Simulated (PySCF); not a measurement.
Simulated absorption spectrum

Compound: hexafluoroethane, C2F6.
Cartesian coordinates in Å at the PBE0-D3(BJ)/def2-TZVP level; atoms count from 1:
```xyz
8
C2F6 angstrom
F     -0.1664    0.5131   -1.6671
C      0.4940    0.0776   -0.6044
F      1.4441    0.9488   -0.2960
F      1.0518   -1.0906   -0.8876
C     -0.4793   -0.0818    0.5902
F     -1.0555    1.0810    0.8581
F     -1.4150   -0.9718    0.2928
F      0.1868   -0.4930    1.6597
```

The calculation used PySCF 2.14.0, density-fitted response routines, TDDFT CAM-B3LYP/aug-cc-pVTZ, vertical, gas phase, core orbitals frozen in the response. Geometry: PBE0-D3(BJ)/def2-TZVP; no solvent, vibrations or thermal averaging.

Broadening: Gaussians 0.25 eV wide at half height, area fixed by f = 4.319×10⁻⁹ ∫ε dν̃. The width is an assumption, not a result. The curve ends short of the highest state used, and states not computed would add to its high-energy end.

(λ (nm), ε (L mol⁻¹ cm⁻¹)): (104.8, 2871), (105.1, 4843), (105.5, 8293), (105.8, 11047), (106.2, 13933), (106.6, 14946), (106.9, 14317), (107.3, 12219), (107.6, 10353), (108.0, 8239), (108.3, 7104), (108.7, 5993), (109.0, 5230), (109.4, 4105), (109.7, 3194), (110.1, 2048), (110.4, 1343), (110.8, 679), (111.2, 299), (111.5, 148), (111.9, 51), (112.2, 21), (112.6, 6), (112.9, 2), (113.3, 0), (113.6, 0), (114.0, 0), (114.3, 0), (114.7, 0), (115.1, 0), (115.4, 0), (115.8, 0), (116.1, 0), (116.5, 0), (116.8, 0), (117.2, 0)

Problem. Locate the maxima and give the states behind the curve.

Solution. 107 nm (11.63 eV), ε about 15000, made up of S4 (97%) (ε in L mol⁻¹ cm⁻¹; maxima over ε = 5, shares over 10%). The states used: S1 10.96 eV (f 0.0000); S2 11.40 eV (f 0.022); S3 11.40 eV (f 0.022); S4 11.64 eV (f 0.135); S5 11.93 eV (f 0.0000); S6 12.05 eV (f 0.0000); S7 12.31 eV (f 0.0000); S8 12.31 eV (f 0.0000); S9 12.43 eV (f 0.0015); S10 12.43 eV (f 0.0017).

Problem. What would ε be at 11.63 eV, the highest of these maxima, with half the width (0.125 eV)?

Solution. About 28700 L mol⁻¹ cm⁻¹ against 14900, a factor of about 1.9; a lone state at its own centre would give exactly 2.

Problem. Coming from long wavelengths, where does ε first pass 100 L mol⁻¹ cm⁻¹?

Solution. At about 112 nm (11.10 eV), 0.15 eV above S1.

The run took 2.4 min wall on one thread of an Arm Neoverse V1, no GPU, shared host, and the process peaked at 1.6 GiB of memory.
